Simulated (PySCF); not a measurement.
Computed Raman spectrum (relative Raman activity) of a molecule C₃H₅ClSi. The structure is a stationary point at PBE0-D3(BJ)/def2-SVP. The values are those of a single conformer. These are PBE0-D3(BJ)/def2-SVP (PySCF) values and carry that method's errors. Frequencies are harmonic and unscaled.

Lines under 2 % of the strongest are left out, and lines within 2 cm⁻¹ are merged.

```
ν (cm⁻¹)  relative intensity
--------  ------------------
44                       3.3
136                      2.5
456                      2.4
559                      4.1
706                      8.4
789                      3.2
869                      5.5
880                      3.1
943                      5.8
1074                      26
1253                     3.9
1430                     6.4
2250                     100
2270                      35
3158                      78
3161                      96
3254                      62
```

Q: Pick the molecule that these values belong to.
A) C=C=C[SiH2]Cl
B) C=C=C([SiH3])Cl
C) CC#C[SiH2]Cl
D) ClC1=C[SiH2]C1

A: A, C=C=C[SiH2]Cl
